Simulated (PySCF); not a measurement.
H5GaO2S, singlet at its B3LYP/def2-SVP optimised geometry (Å):

```
9

Ga    -1.0858    -1.2753     0.0000
H     -1.8890    -1.5388    -1.3068
O     -1.7092    -1.4596     1.6864
H     -2.6537    -1.6480     1.7500
O      0.7272    -1.2753     0.0000
H      1.0858    -1.5445     0.8564
S     -0.9016     1.5445     0.0000
H     -1.0375     1.4863     1.3457
H      0.3770     1.0911     0.0448
```

Calculation: B3LYP/def2-TZVP in PySCF. Cells within 0.4 Å of a nucleus heavier than hydrogen are left out (blank, or x).

Map of the electrostatic potential (hartree/e), clipped to [-0.08, 0.12] on the plane z = 0.0 Å:

```
|3333333332222222223333333333333|
|3333333332222222223333333333333|
|3333333333222222223333333333333|
|3333333333333322233333333333333|
|3333333444555443333333333333333|
|3333344568999975433333333333333|
|3333445699999999654443333333333|
|3334446999999999965544333333333|
|33344579999xx999998654433333333|
|33344579999xxx99999865433333333|
|33344569999xx999999975433333322|
|3333445999999999999975433332222|
|3333445699999999999964333222222|
|3333444579999999999743222222222|
|3333445578999998875322222222222|
|3334445799999996432100111222222|
|3344457999999997432000001122222|
|3344569999999999999720001112222|
|3344579999999999999992001112222|
|3444579999xxx9999xxx95001112222|
|3444579999xxx9999xxx97101112222|
|34445799999x99999xx995111112222|
|3444569999999999999982111112222|
|3344457999999998667421111122222|
|3334446899999995311100111122222|
|3333445679999964210001111222222|
|3333344556787653211111112222222|
|3333334445555443221111122222222|
|3333333344444433222112222222222|
|3333333333333332222222222222222|
|3333333333333332222222222222222|
```
Scale: ten equal steps from -0.052 (start of '0') to 0.120 (end of '9'), in the order '0123456789'; x runs from -4.00 to 4.00, y from -4.00 (bottom) to 4.00 (top).
